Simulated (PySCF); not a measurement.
Level of theory: ωB97X-D3(BJ)/def2-TZVP // B3LYP-D3(BJ)/def2-TZVP (PySCF). Isolated molecules, 0 K electronic values unless said otherwise. 

Reference species (SMILES): `C[B]C` (neutral, multiplicity 2).

```yaml
dipole_moment: 1.12 D
```

Changed species: `C[B][SiH3]` (radical fragment; the reference has radical fragment).

### Question
What does the change do to the dipole moment?

### Answer
the dipole moment rises by 0.41 D, to 1.53 D.
